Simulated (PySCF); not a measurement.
Cl3Sc, charge +1, quartet, geometry from GFN2-xTB of the parent state (such geometries of metal compounds can be far from the true shape) (the multiplicity is a formal guess); PBE0/6-31G (PySCF).

The PySCF input:
```python
from pyscf import gto, scf, dft

mol = gto.M(
    atom='''
Sc    0.18303040    0.53236752    0.34066617
Cl    1.92153219   -0.53895126   -0.71348415
Cl   -0.81554359   -1.09276061    1.62252178
Cl   -1.33208497    0.97408141   -1.32986055
''',
    basis='6-31g',
    charge=1,
    spin=3,
    verbose=4,
)

mf = dft.UKS(mol)
mf.xc = 'pbe0'
mf.kernel()
```

It wrote (shortened):

```
PySCF version 2.14.0

[INPUT] verbose = 4
[INPUT] num. atoms = 4
[INPUT] num. electrons = 71
[INPUT] charge = 1
[INPUT] spin (= nelec alpha-beta = 2S) = 3
[INPUT] symmetry False subgroup None
[INPUT] Mole.unit = angstrom
[INPUT] Symbol           X                Y                Z      unit          X                Y                Z       unit  Magmom
[INPUT]  1 Sc     0.183030400000   0.532367520000   0.340666170000 AA    0.345877328470   1.006028810414   0.643765761205 Bohr   0.0
[INPUT]  2 Cl     1.921532190000  -0.538951260000  -0.713484150000 AA    3.631169578636  -1.018470275889  -1.348289637718 Bohr   0.0
[INPUT]  3 Cl    -0.815543590000  -1.092760610000   1.622521780000 AA   -1.541154027745  -2.065018272613   3.066121795342 Bohr   0.0
[INPUT]  4 Cl    -1.332084970000   0.974081410000  -1.329860550000 AA   -2.517275767949   1.840747087930  -2.513072223363 Bohr   0.0

nuclear repulsion = 372.630685340631
number of shells = 32
number of NR pGTOs = 228
number of NR cGTOs = 66
basis = 6-31g
ecp = {}

******** <class 'pyscf.dft.uks.UKS'> ********
method = UKS
initial guess = minao
damping factor = 0
level_shift factor = 0
DIIS = <class 'pyscf.scf.diis.CDIIS'>
diis_start_cycle = 1
diis_space = 8
diis_damp = 0
SCF conv_tol = 1e-09
SCF conv_tol_grad = None
SCF max_cycles = 50
direct_scf = True
direct_scf_tol = 1e-13
number electrons alpha = 37  beta = 34
XC library pyscf.dft.libxc version 7.1.2
    S. Lehtola, C. Steigemann, M. J. T. Oliveira, and M. A. L. Marques,  SoftwareX 7, 1–5 (2018)
XC functionals = pbe0
    C. Adamo and V. Barone,  J. Chem. Phys. 110, 6158 (1999)
    M. Ernzerhof and G. E. Scuseria,  J. Chem. Phys. 110, 5029 (1999)
radial grids:
    Treutler-Ahlrichs [JCP 102, 346 (1995); DOI:10.1063/1.469408] (M4) radial grids

becke partition: Becke, JCP 88, 2547 (1988); DOI:10.1063/1.454033
pruning grids: <function nwchem_prune>
grids dens level: 3
symmetrized grids: False
atomic radii adjust function: <function treutler_atomic_radii_adjust>
small_rho_cutoff = 0
Set gradient conv threshold to 3.16228e-05
tot grids = 77280
init E= -2140.84956314542

cycle= 1 E= -2139.5989939231  delta_E= 1.25  |g|= 1.03  |ddm|= 2.28

cycle= 2 E= -2138.86279355821  delta_E= 0.736  |g|= 1.12  |ddm|= 4.11

cycle= 3 E= -2139.81452916027  delta_E= -0.952  |g|= 0.646  |ddm|= 3.97

cycle= 4 E= -2140.08711891739  delta_E= -0.273  |g|= 0.351  |ddm|= 1.32

cycle= 5 E= -2139.98707014705  delta_E=  0.1  |g|= 0.461  |ddm|= 1.17

cycle= 6 E= -2140.18891778816  delta_E= -0.202  |g|= 0.0927  |ddm|= 0.895

cycle= 7 E= -2140.19698626156  delta_E= -0.00807  |g|= 0.0149  |ddm|= 0.142

cycle= 8 E= -2140.19739863465  delta_E= -0.000412  |g|= 0.00734  |ddm|= 0.0623

cycle= 9 E= -2140.19749543865  delta_E= -9.68e-05  |g|= 0.00756  |ddm|= 0.0256

cycle= 10 E= -2140.19765140088  delta_E= -0.000156  |g|= 0.00612  |ddm|= 0.0386

cycle= 11 E= -2140.19782099479  delta_E= -0.00017  |g|= 0.00436  |ddm|= 0.0505

cycle= 12 E= -2140.1979877947  delta_E= -0.000167  |g|= 0.00209  |ddm|= 0.07

cycle= 13 E= -2140.19804335198  delta_E= -5.56e-05  |g|= 0.00123  |ddm|= 0.0283

cycle= 14 E= -2140.19812050667  delta_E= -7.72e-05  |g|= 0.00145  |ddm|= 0.0499

cycle= 15 E= -2140.19818575091  delta_E= -6.52e-05  |g|= 0.00138  |ddm|= 0.0683

cycle= 16 E= -2140.19819243494  delta_E= -6.68e-06  |g|= 0.000991  |ddm|= 0.0137

cycle= 17 E= -2140.19820617089  delta_E= -1.37e-05  |g|= 0.00138  |ddm|= 0.0411

cycle= 18 E= -2140.1982090938  delta_E= -2.92e-06  |g|= 0.000303  |ddm|= 0.00487

cycle= 19 E= -2140.19821157593  delta_E= -2.48e-06  |g|= 0.000263  |ddm|= 0.0123

cycle= 20 E= -2140.19821282013  delta_E= -1.24e-06  |g|= 0.000597  |ddm|= 0.00527

cycle= 21 E= -2140.19821355054  delta_E= -7.3e-07  |g|= 0.000218  |ddm|= 0.00252

cycle= 22 E= -2140.19821477214  delta_E= -1.22e-06  |g|= 0.000211  |ddm|= 0.00552

cycle= 23 E= -2140.19821566845  delta_E= -8.96e-07  |g|= 0.000115  |ddm|= 0.0056

cycle= 24 E= -2140.19821608309  delta_E= -4.15e-07  |g|= 9.02e-05  |ddm|= 0.00385

cycle= 25 E= -2140.1982164209  delta_E= -3.38e-07  |g|= 0.000128  |ddm|= 0.00416

cycle= 26 E= -2140.19821665551  delta_E= -2.35e-07  |g|= 0.000118  |ddm|= 0.00399

cycle= 27 E= -2140.19821672952  delta_E= -7.4e-08  |g|= 5.67e-05  |ddm|= 0.00223

cycle= 28 E= -2140.19821678338  delta_E= -5.39e-08  |g|= 3.94e-05  |ddm|= 0.00128

cycle= 29 E= -2140.19821683151  delta_E= -4.81e-08  |g|= 2.37e-05  |ddm|= 0.00131

cycle= 30 E= -2140.19821685925  delta_E= -2.77e-08  |g|= 2.64e-05  |ddm|= 0.00108

cycle= 31 E= -2140.19821687432  delta_E= -1.51e-08  |g|= 1.82e-05  |ddm|= 0.000696

cycle= 32 E= -2140.19821688552  delta_E= -1.12e-08  |g|= 1.98e-05  |ddm|= 0.000467

cycle= 33 E= -2140.19821689343  delta_E= -7.91e-09  |g|= 1.9e-05  |ddm|= 0.000348

cycle= 34 E= -2140.19821691961  delta_E= -2.62e-08  |g|= 1.71e-05  |ddm|= 0.0012

cycle= 35 E= -2140.19821692133  delta_E= -1.71e-09  |g|= 1.58e-05  |ddm|= 9.69e-05

cycle= 36 E= -2140.1982169593  delta_E= -3.8e-08  |g|= 1.37e-05  |ddm|= 0.00206

cycle= 37 E= -2140.19821701085  delta_E= -5.15e-08  |g|= 1.74e-05  |ddm|= 0.00504

cycle= 38 E= -2140.1982170139  delta_E= -3.06e-09  |g|= 3.88e-06  |ddm|= 0.000682

cycle= 39 E= -2140.19821701514  delta_E= -1.24e-09  |g|= 2.46e-06  |ddm|= 0.000857

cycle= 40 E= -2140.19821701525  delta_E= -1.04e-10  |g|= 1.99e-06  |ddm|= 0.000133

Extra cycle  E= -2140.19821701529  delta_E= -4.55e-11  |g|= 2.24e-06  |ddm|= 1.78e-05
converged SCF energy = -2140.19821701529  <S^2> = 3.7575763  2S+1 = 4.0037864
```
